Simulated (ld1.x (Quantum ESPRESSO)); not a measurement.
# What the settings do to the PAW potential of thallium (Tl)

Base potential:

thallium, PAW, made with ld1.x (Quantum ESPRESSO) 7.5 (LDA (PZ), fully relativistic). Core [Xe] 4f14, reference 5d10 6s1.5 6p1.5. Waves: 6s (bound): rcut 1.55, rcutus 2.05 bohr; 6s channel at 3.5 Ry: rcut 1.55, rcutus 2.05 bohr; 6p (bound): rcut 1.95, rcutus 2.35 bohr; 6p channel at 3.55 Ry: rcut 1.95, rcutus 2.35 bohr; 5d (bound): rcut 1.15, rcutus 1.20 bohr; 5d channel at 0.25 Ry: rcut 1.15, rcutus 1.20 bohr. Local part: all-electron potential smoothed inside 1.00 bohr (lloc = -1). Core correction: a·sin(br)/r model core inside 0.60 bohr. Augmentation charge: PSQ, inside the norm-conserving radii.

Open shells are filled in proportion to 2j + 1 (rel_dist='average').

Cutoffs, loose and tight: the cutoffs (Ry, on a coarse ladder) from which the occupation-weighted sum of valence levels, in a spherical-Bessel basis at the reference potential, stays within 10 and 1 mRy of its value at 400 Ry. They do not see the model core or the augmentation charge, which bear on the density cutoff. Test errors are all-electron minus pseudo excitation energies from the reference, over the configurations 5d10 6s2 6p1; 5d10 6s2 6p0; 5d10 6s1 6p0; 5d10 6s0 6p0; 5d10 6s1 6p1; 5d10 6s2 6p1.3; 5d10 6s1 6p2. A dash means not determined; rows that change the core or the reference have their own tests. The largest error is taken over the tests solved by every variant that gives reliable tests at all: 5d10 6s0 6p0; 5d10 6s1 6p0; 5d10 6s1 6p1; 5d10 6s2 6p0; 5d10 6s2 6p1.

Cutoffs are not given where the Bessel-basis levels miss the radial ones by over 6 mRy, ghosts where they miss by over 20 mRy; a channel whose overlap is not positive is not tested.

| change | outcome | bound ghosts | largest test error (meV) |
| --- | --- | --- | --- |
| base | generated | not determined | -8.4 |
| waves 6p (bound): rcut 1.46, rcutus 1.54 bohr; 6p channel at 3.55 Ry: rcut 1.46, rcutus 1.54 bohr | failed: run_pseudo: Errors in PS-KS equation | – | – |
| waves 6p (bound): rcut 1.66, rcutus 1.76 bohr; 6p channel at 3.55 Ry: rcut 1.66, rcutus 1.76 bohr | failed: run_pseudo: Errors in PS-KS equation | – | – |
| waves 6p (bound): rcut 1.95, rcutus 2.18 bohr; 6p channel at 3.55 Ry: rcut 1.95, rcutus 2.18 bohr | generated | not determined | -8.2 |
| waves 6p (bound): rcut 1.95, rcutus 2.38 bohr; 6p channel at 3.55 Ry: rcut 1.95, rcutus 2.38 bohr | generated | not determined | -8.4 |
| waves 6p (bound): rcut 1.95, rcutus 2.66 bohr; 6p channel at 3.55 Ry: rcut 1.95, rcutus 2.66 bohr | generated | not determined | -8.5 |
| waves 6p (bound): rcut 1.95, rcutus 2.80 bohr; 6p channel at 3.55 Ry: rcut 1.95, rcutus 2.80 bohr | generated | not determined | -8.5 |
| waves 6p (bound): rcut 1.95, rcutus 3.06 bohr; 6p channel at 3.55 Ry: rcut 1.95, rcutus 3.06 bohr | generated | not determined | -8.6 |
| waves 6p (bound): rcut 1.95, rcutus 3.34 bohr; 6p channel at 3.55 Ry: rcut 1.95, rcutus 3.34 bohr | generated | not determined | -8.6 |
| waves 6p (bound): rcut 1.95, rcutus 3.56 bohr; 6p channel at 3.55 Ry: rcut 1.95, rcutus 3.56 bohr | generated | not determined | -8.6 |

(1) What comes out with this change to the base: waves 6p (bound): rcut 1.82, rcutus 1.92 bohr; 6p channel at 3.55 Ry: rcut 1.82, rcutus 1.92 bohr?

Answers

(1) outcome: failed: the pseudo-atom did not reach self-consistency.

Reading the sweep of the p radius (base included, trends over the rows without a ghost): The generation fails at 1.54, 1.76, 1.92 bohr.
